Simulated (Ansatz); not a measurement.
**Nudged elastic band run: C$_{2}$H$_{10}$BFSi$_{2}$**

Input file:

```yaml
crystal:
  periodic: [false, false, false]
  atoms:
    - { symbol: B, position_ang: [-1.450017, -1.149706, 0.585644] }
    - { symbol: Si, position_ang: [-0.099175, -1.302684, -0.850789] }
    - { symbol: C, position_ang: [0.701688, 0.459724, -0.664907] }
    - { symbol: C, position_ang: [1.817654, 0.442, 0.454245] }
    - { symbol: F, position_ang: [1.216925, 1.070094, -1.83225] }
    - { symbol: Si, position_ang: [-0.878981, 1.336625, 0.054225] }
    - { symbol: H, position_ang: [-1.086952, -1.440396, 1.667964] }
    - { symbol: H, position_ang: [-2.582297, -1.333339, 0.329684] }
    - { symbol: H, position_ang: [-0.629233, -1.38749, -2.20642] }
    - { symbol: H, position_ang: [0.912958, -2.342054, -0.704705] }
    - { symbol: H, position_ang: [2.17999, 1.462942, 0.686077] }
    - { symbol: H, position_ang: [2.683247, -0.161282, 0.118687] }
    - { symbol: H, position_ang: [1.426232, -0.01036, 1.385755] }
    - { symbol: H, position_ang: [-1.589204, 0.242843, 0.918851] }
    - { symbol: H, position_ang: [-1.889871, 1.679232, -0.937827] }
    - { symbol: H, position_ang: [-0.755765, 2.41115, 1.040066] }
basis:
  gaussian: { orbitals: STO-3G }
hamiltonian:
  xc: pbe
  dispersion: d4
neb:
  order_check: false
  images: 7
  f_tol: 0.05
  max_iterations: 60
  final_atoms:
    - { symbol: B, position_ang: [-0.75239655, -2.43514471, 0.36742115] }
    - { symbol: Si, position_ang: [-0.74013886, -0.92155626, -0.74646202] }
    - { symbol: C, position_ang: [0.3888683, 0.63325456, -0.5331791] }
    - { symbol: C, position_ang: [1.42352136, 0.37846784, 0.63773389] }
    - { symbol: F, position_ang: [1.10087019, 0.9339965, -1.73092493] }
    - { symbol: Si, position_ang: [-0.75856777, 2.11560952, -0.02244309] }
    - { symbol: H, position_ang: [-0.43315243, -2.29888605, 1.48497574] }
    - { symbol: H, position_ang: [-1.46268805, -3.31341929, 0.05985906] }
    - { symbol: H, position_ang: [-0.97602137, -1.04114324, -2.19498036] }
    - { symbol: H, position_ang: [0.29405997, -2.46850437, -0.37815243] }
    - { symbol: H, position_ang: [2.01987826, 1.2896346, 0.83940999] }
    - { symbol: H, position_ang: [2.12307821, -0.4382606, 0.37357072] }
    - { symbol: H, position_ang: [0.8943694, 0.08978452, 1.56583304] }
    - { symbol: H, position_ang: [-1.43719389, 1.78895449, 1.22322218] }
    - { symbol: H, position_ang: [-1.75378517, 2.35010658, -1.0584113] }
    - { symbol: H, position_ang: [0.04649741, 3.31440491, 0.15682745] }
  initial_path:
    images:
      - { positions_ang: [[-1.450017, -1.149706, 0.585644], [-0.099175, -1.302684, -0.850789], [0.701688, 0.459724, -0.664907], [1.817654, 0.442, 0.454245], [1.216925, 1.070094, -1.83225], [-0.878981, 1.336625, 0.054225], [-1.086952, -1.440396, 1.667964], [-2.582297, -1.333339, 0.329684], [-0.629233, -1.38749, -2.20642], [0.912958, -2.342054, -0.704705], [2.17999, 1.462942, 0.686077], [2.683247, -0.161282, 0.118687], [1.426232, -0.01036, 1.385755], [-1.589204, 0.242843, 0.918851], [-1.889871, 1.679232, -0.937827], [-0.755765, 2.41115, 1.040066]] }
      - { positions_ang: [[-1.32620601, -1.37191462, 0.55621844], [-0.1036826, -1.25847294, -0.89607381], [0.66358629, 0.48326713, -0.63758494], [1.77709327, 0.43861835, 0.49089421], [1.2195659, 1.0748419, -1.78864118], [-0.86547503, 1.43012624, 0.02683032], [-0.90950152, -1.6394573, 1.61329636], [-2.46546799, -1.56118973, 0.34167043], [-0.73957768, -1.27333254, -2.17651184], [0.71489806, -2.36191828, -0.63503123], [2.13690459, 1.44831782, 0.73335228], [2.62029521, -0.18455419, 0.17071259], [1.32987426, -0.00053281, 1.41429566], [-1.57889388, 0.471523, 0.97333749], [-1.85974616, 1.70976461, -0.99634079], [-0.63646771, 2.57221237, 0.85387602]] }
      - { positions_ang: [[-1.20239503, -1.59412325, 0.52679288], [-0.10819021, -1.21426188, -0.94135862], [0.62548459, 0.50681026, -0.61026289], [1.73653254, 0.43523669, 0.52754342], [1.2222068, 1.0795898, -1.74503237], [-0.85196906, 1.52362749, -0.00056436], [-0.73205105, -1.83851861, 1.55862871], [-2.34863898, -1.78904046, 0.35365686], [-0.84992236, -1.15917508, -2.14660367], [0.51683812, -2.38178255, -0.56535746], [2.09381918, 1.43369364, 0.78062756], [2.55734343, -0.20782639, 0.22273819], [1.23351653, 0.00929438, 1.44283633], [-1.56858376, 0.700203, 1.02782397], [-1.82962132, 1.74029722, -1.05485458], [-0.51717042, 2.73327474, 0.66768604]] }
      - { positions_ang: [[-1.07858404, -1.81633187, 0.49736732], [-0.11269781, -1.17005082, -0.98664343], [0.58738288, 0.53035339, -0.58294083], [1.69597181, 0.43185504, 0.56419263], [1.2248477, 1.0843377, -1.70142355], [-0.83846308, 1.61712873, -0.02795905], [-0.55460057, -2.03757991, 1.50396107], [-2.23180998, -2.0168912, 0.3656433], [-0.96026704, -1.04501762, -2.11669551], [0.31877819, -2.40164683, -0.49568369], [2.05073377, 1.41906946, 0.82790284], [2.49439164, -0.23109858, 0.27476378], [1.13715879, 0.01912157, 1.47137699], [-1.55827364, 0.928883, 1.08231046], [-1.79949648, 1.77082984, -1.11336837], [-0.39787312, 2.89433711, 0.48149606]] }
      - { positions_ang: [[-0.95477306, -2.0385405, 0.46794176], [-0.11720541, -1.12583976, -1.03192824], [0.54928118, 0.55389652, -0.55561878], [1.65541107, 0.42847339, 0.60084183], [1.2274886, 1.08908559, -1.65781473], [-0.82495711, 1.71062997, -0.05535373], [-0.37715009, -2.23664121, 1.44929343], [-2.11498097, -2.24474193, 0.37762973], [-1.07061173, -0.93086016, -2.08678734], [0.12071825, -2.4215111, -0.42600992], [2.00764836, 1.40444528, 0.87517811], [2.43143985, -0.25437078, 0.32678937], [1.04080105, 0.02894876, 1.49991765], [-1.54796352, 1.157563, 1.13679694], [-1.76937164, 1.80136245, -1.17188217], [-0.27857583, 3.05539948, 0.29530608]] }
      - { positions_ang: [[-0.90417893, -2.13769155, 0.4428116], [-0.27293877, -1.07476888, -0.96056168], [0.50917796, 0.57373603, -0.55000886], [1.59743864, 0.415972, 0.61006485], [1.195834, 1.05031332, -1.67609228], [-0.80835978, 1.81187486, -0.04712607], [-0.39115068, -2.25220242, 1.45821401], [-1.95190774, -2.51191127, 0.29818706], [-1.04696414, -0.95843093, -2.1138356], [0.16405368, -2.43325942, -0.41404555], [2.01070583, 1.37574261, 0.86623608], [2.35434944, -0.30034323, 0.33848471], [1.00419314, 0.0441577, 1.5163965], [-1.52027111, 1.31541087, 1.15840325], [-1.76547503, 1.93854848, -1.14351445], [-0.19730752, 3.12015084, 0.26068642]] }
      - { positions_ang: [[-0.85358481, -2.2368426, 0.41768145], [-0.42867214, -1.02369801, -0.88919513], [0.46907474, 0.59357554, -0.54439894], [1.53946622, 0.40347061, 0.61928786], [1.1641794, 1.01154105, -1.69436983], [-0.79176244, 1.91311974, -0.03889841], [-0.40515126, -2.26776363, 1.46713458], [-1.78883451, -2.77908061, 0.2187444], [-1.02331655, -0.9860017, -2.14088385], [0.20738911, -2.44500773, -0.40208118], [2.01376331, 1.34703994, 0.85729405], [2.27725903, -0.34631569, 0.35018005], [0.96758523, 0.05936664, 1.53287535], [-1.4925787, 1.47325874, 1.18000956], [-1.76157841, 2.07573451, -1.11514673], [-0.11603921, 3.18490219, 0.22606677]] }
      - { positions_ang: [[-0.80299068, -2.33599366, 0.3925513], [-0.5844055, -0.97262713, -0.81782857], [0.42897152, 0.61341505, -0.53878902], [1.48149379, 0.39096923, 0.62851088], [1.13252479, 0.97276878, -1.71264738], [-0.77516511, 2.01436463, -0.03067075], [-0.41915184, -2.28332484, 1.47605516], [-1.62576128, -3.04624995, 0.13930173], [-0.99966896, -1.01357247, -2.1679321], [0.25072454, -2.45675605, -0.39011681], [2.01682078, 1.31833727, 0.84835202], [2.20016862, -0.39228814, 0.36187538], [0.93097732, 0.07457558, 1.54935419], [-1.4648863, 1.63110662, 1.20161587], [-1.75768179, 2.21292055, -1.08677902], [-0.0347709, 3.24965355, 0.19144711]] }
      - { positions_ang: [[-0.75239655, -2.43514471, 0.36742115], [-0.74013886, -0.92155626, -0.74646202], [0.3888683, 0.63325456, -0.5331791], [1.42352136, 0.37846784, 0.63773389], [1.10087019, 0.9339965, -1.73092493], [-0.75856777, 2.11560952, -0.02244309], [-0.43315243, -2.29888605, 1.48497574], [-1.46268805, -3.31341929, 0.05985906], [-0.97602137, -1.04114324, -2.19498036], [0.29405997, -2.46850437, -0.37815243], [2.01987826, 1.2896346, 0.83940999], [2.12307821, -0.4382606, 0.37357072], [0.8943694, 0.08978452, 1.56583304], [-1.43719389, 1.78895449, 1.22322218], [-1.75378517, 2.35010658, -1.0584113], [0.04649741, 3.31440491, 0.15682745]] }
```

Launched with:

```bash
$ ansatz run input.yaml --threads 1 --pin off --max-ram 2048MiB --backend cpu --events-out ev --progress --plain --runs-dir out
```

Output, in part (warnings, iteration lines, the closing report on the highest movable image, with atoms numbered from 0):

```
NEB end point (image 0): max|allowed force component| = 1.552e-2 eV/Å (the criterion of neb.relax_end_points is 1.000e-2)
NEB end point (image 8): max|allowed force component| = 1.333e-2 eV/Å (the criterion of neb.relax_end_points is 1.000e-2)
NEB iter   1: max|band force component| = 4.079e0 eV/Å  barrier→ = 3.1362 eV  barrier← = 2.5214 eV  Δτ_max = 0.2000 Å  (211 SCF iters)
NEB iter   2: max|band force component| = 1.415e0 eV/Å  barrier→ = 1.7011 eV  barrier← = 1.0863 eV  Δτ_max = 0.2000 Å  (179 SCF iters)
NEB iter   3: max|band force component| = 1.155e0 eV/Å  barrier→ = 1.2373 eV  barrier← = 0.6225 eV  Δτ_max = 0.1982 Å  (179 SCF iters)
NEB iter   4: max|band force component| = 8.999e-1 eV/Å  barrier→ = 1.0546 eV  barrier← = 0.4398 eV  Δτ_max = 0.1998 Å  (180 SCF iters)
NEB iter   5: max|band force component| = 4.044e-1 eV/Å  barrier→ = 1.0424 eV  barrier← = 0.4276 eV  CI = image 5  Δτ_max = 0.1979 Å  (178 SCF iters)
NEB iter   6: max|band force component| = 3.243e-1 eV/Å  barrier→ = 0.9645 eV  barrier← = 0.3496 eV  CI = image 5  Δτ_max = 0.1999 Å  (170 SCF iters)
NEB iter   7: max|band force component| = 2.283e-1 eV/Å  barrier→ = 0.8935 eV  barrier← = 0.2787 eV  CI = image 5  Δτ_max = 0.1999 Å  (183 SCF iters)
NEB iter   8: max|band force component| = 3.729e-1 eV/Å  barrier→ = 0.8529 eV  barrier← = 0.2381 eV  CI = image 5  Δτ_max = 0.0999 Å  (182 SCF iters)
NEB iter   9: max|band force component| = 2.399e-1 eV/Å  barrier→ = 0.8444 eV  barrier← = 0.2295 eV  CI = image 5  Δτ_max = 0.0995 Å  (180 SCF iters)
NEB iter  10: max|band force component| = 1.781e-1 eV/Å  barrier→ = 0.8392 eV  barrier← = 0.2244 eV  CI = image 5  Δτ_max = 0.0996 Å  (183 SCF iters)
NEB iter  11: max|band force component| = 4.607e-1 eV/Å  barrier→ = 0.8353 eV  barrier← = 0.2205 eV  CI = image 5  Δτ_max = 0.0500 Å  (178 SCF iters)
NEB iter  12: max|band force component| = 8.414e-2 eV/Å  barrier→ = 0.8331 eV  barrier← = 0.2182 eV  CI = image 5  Δτ_max = 0.0600 Å  (173 SCF iters)
NEB iter  13: max|band force component| = 6.663e-2 eV/Å  barrier→ = 0.8313 eV  barrier← = 0.2165 eV  CI = image 5  Δτ_max = 0.0631 Å  (172 SCF iters)
NEB iter  14: max|band force component| = 4.829e-2 eV/Å  barrier→ = 0.8299 eV  barrier← = 0.2150 eV  CI = image 5  Δτ_max = 0.0523 Å  (178 SCF iters)
NEB iter  15: max|band force component| = 9.489e-2 eV/Å  barrier→ = 0.8286 eV  barrier← = 0.2137 eV  CI = image 5  Δτ_max = 0.1000 Å  (26 SCF iters)
NEB iter  16: max|band force component| = 8.546e-2 eV/Å  barrier→ = 0.8276 eV  barrier← = 0.2127 eV  CI = image 5  Δτ_max = 0.0978 Å  (176 SCF iters)
NEB iter  17: max|band force component| = 1.007e-1 eV/Å  barrier→ = 0.8266 eV  barrier← = 0.2117 eV  CI = image 5  Δτ_max = 0.0489 Å  (176 SCF iters)
NEB iter  18: max|band force component| = 9.329e-2 eV/Å  barrier→ = 0.8261 eV  barrier← = 0.2112 eV  CI = image 5  Δτ_max = 0.0490 Å  (172 SCF iters)
NEB iter  19: max|band force component| = 2.554e-1 eV/Å  barrier→ = 0.8268 eV  barrier← = 0.2119 eV  CI = image 5  Δτ_max = 0.0245 Å  (178 SCF iters)
NEB iter  20: max|band force component| = 2.002e-1 eV/Å  barrier→ = 0.8256 eV  barrier← = 0.2107 eV  CI = image 5  Δτ_max = 0.0244 Å  (173 SCF iters)
NEB iter  21: max|band force component| = 8.289e-2 eV/Å  barrier→ = 0.8253 eV  barrier← = 0.2104 eV  CI = image 5  Δτ_max = 0.0402 Å  (163 SCF iters)
NEB iter  22: max|band force component| = 2.695e-2 eV/Å  barrier→ = 0.8252 eV  barrier← = 0.2104 eV  CI = image 5  Δτ_max = 0.0000 Å  (313 SCF iters)
Total energy: -21112.27054567 eV, -775.8616321423 hartree
Atom 0 at    -0.905336    -2.348629     0.476595 Å, force     0.000343    -0.003235     0.002504 eV/Å
Atom 1 at    -0.631125    -0.989384    -0.769700 Å, force     0.001922     0.000201     0.000924 eV/Å
Atom 2 at     0.439055     0.604407    -0.511961 Å, force    -0.000022     0.000354     0.002582 eV/Å
Atom 3 at     1.432723     0.367766     0.696426 Å, force    -0.000963     0.000278    -0.002063 eV/Å
Atom 4 at     1.198436     0.896042    -1.684075 Å, force     0.000035    -0.000844    -0.000789 eV/Å
Atom 5 at    -0.741486     2.073763    -0.071578 Å, force     0.000564    -0.000364    -0.000338 eV/Å
Atom 6 at    -0.315237    -2.343580     1.492939 Å, force    -0.000300    -0.000140    -0.003043 eV/Å
Atom 7 at    -1.513353    -3.302862     0.157039 Å, force     0.000354     0.002023     0.000244 eV/Å
Atom 8 at    -1.227977    -1.032731    -2.099642 Å, force    -0.000462    -0.000054     0.000312 eV/Å
Atom 9 at     0.343453    -2.203268    -0.758878 Å, force    -0.000870     0.001254    -0.001139 eV/Å
Atom 10 at     2.034371     1.276587     0.892270 Å, force    -0.000011     0.000038    -0.000330 eV/Å
Atom 11 at     2.130036    -0.463886     0.477524 Å, force    -0.000352    -0.000096     0.000824 eV/Å
Atom 12 at     0.872771     0.114233     1.616288 Å, force    -0.000201     0.000552     0.000829 eV/Å
Atom 13 at    -1.481249     1.745140     1.138238 Å, force    -0.000486    -0.000069    -0.000369 eV/Å
Atom 14 at    -1.686067     2.294680    -1.156303 Å, force     0.000458     0.000114    -0.000450 eV/Å
Atom 15 at     0.028182     3.289021     0.149118 Å, force    -0.000010    -0.000010     0.000302 eV/Å
Dipole moment:     0.005105     0.270182    -0.046228 e Å
```

The forces met the threshold. The band force fell under the threshold earlier too, but the program's further tests of the path sent the band on. A vibrational analysis at the climbing image gives one clearly imaginary mode, 562i cm⁻¹: a first-order saddle point. Limits of this set-up: minimal basis.

Final band (atoms are numbered from 1 in the order of the input):

```csv
image,path coordinate (Å),energy (kJ/mol),B1–H10 (Å)
0,0.00,0.0,2.94
1,1.05,21.6,2.90
2,2.10,27.0,2.85
3,3.15,30.1,2.80
4,4.20,38.9,2.62
5,5.25,79.6,1.76
6,5.54,67.9,1.44
7,5.83,59.6,1.29
8,6.13,59.3,1.29
```

The run took 8.2 min on 1 thread of Arm Neoverse V2 (shared host), peak memory 0.11 GiB.
